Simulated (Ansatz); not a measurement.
`N=C(F)O[SiH3]` and `N=CC(=N)O[SiH3]` differ in one atom or group.

Ansatz, PBE0-D4/def2-TZVP geometries, multiplicity 1. Each molecule was computed in one conformer, which needn't be the lowest.

```csv
property,`N=C(F)O[SiH3]`
size of the dipole moment (B3LYP/def2-TZVPP) / D,3.56
LUMO energy (PBE/def2-TZVPP) / eV,-1.33
LUMO energy (PBE0/def2-TZVPP) / eV,-0.46
HOMO–LUMO gap (B3LYP/def2-TZVPP) / eV,7.72
size of the dipole moment (ωB97M-V/def2-TZVPP) / D,3.55
LUMO energy (ωB97M-V/def2-TZVPP) / eV,1.24
```

Give the same properties after the change, and the shifts. (An estimate is asked.)

Computed: 
| property | `N=CC(=N)O[SiH3]` | shift |
| --- | --- | --- |
| size of the dipole moment (B3LYP/def2-TZVPP) / D | 0.73 | -2.83 |
| LUMO energy (PBE/def2-TZVPP) / eV | -2.99 | -1.66 |
| LUMO energy (PBE0/def2-TZVPP) / eV | -1.97 | -1.51 |
| HOMO–LUMO gap (B3LYP/def2-TZVPP) / eV | 5.78 | -1.94 |
| size of the dipole moment (ωB97M-V/def2-TZVPP) / D | 0.67 | -2.88 |
| LUMO energy (ωB97M-V/def2-TZVPP) / eV | 0.28 | -0.96 |

With PBE0 the HOMO rises by 0.43 eV and the LUMO falls by 1.51 eV, so the gap narrows by about 1.94 eV. PBE moves the HOMO by 0.34 eV and ωB97M-V by 0.37 eV. Dipoles are sizes alone; their direction can turn.

B3LYP here is the variant with VWN-RPA as its local correlation; programs differ in this.
